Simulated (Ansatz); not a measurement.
Species: H2InO2, SMILES `[In]([OH])[OH]` (H–O–In–O torsion 180°, O–In–O–H torsion -180°) (charge 0, multiplicity 2), formula H$_{2}$InO$_{2}$.

Q: How many basis functions does Ansatz (a program for electronic structure) with frozen-core CCSD(T)/def2-TZVPP // B3LYP-D3(BJ)/def2-TZVP use, how many core orbitals are frozen, and how many electrons are correlated?

A: 140 basis functions and 6 frozen orbitals, which leaves 27 correlated electrons (filled d shells below the valence shell are correlated). Core time is of the order of minutes.
